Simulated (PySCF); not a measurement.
# Correlation energy of Zr (zirconium, neutral)

[Kr] 4d1 5s2 5p1, one real determinant (an excited configuration). Calculation: PySCF 2.14, in ANO-RCC-VTZP (7s6p4d2f1g, 68 functions); scalar relativity by spin-free X2C-1e. Frozen: [Kr]; 4 electrons correlated.

MP2 pair energies summed by pair of shells (mhartree):

| pair | energy | share (%) |
| --- | --- | --- |
| 5s-5p | -14.93 | 36.8 |
| 5s-5s | -13.62 | 33.6 |
| 4d-5s | -10.04 | 24.7 |
| 4d-5p | -1.99 | 4.9 |

Total MP2 correlation energy: -40.57 mhartree.

Same-spin part -7.27 and opposite-spin part -33.30 mhartree; SCS-MP2 scales them by 1/3 and 6/5 to -42.38 mhartree.

The basis was made for the ground configuration and has no added diffuse functions, which can raise the energy of the promoted electron.

The reference is one real determinant that mixes LS terms of this configuration.
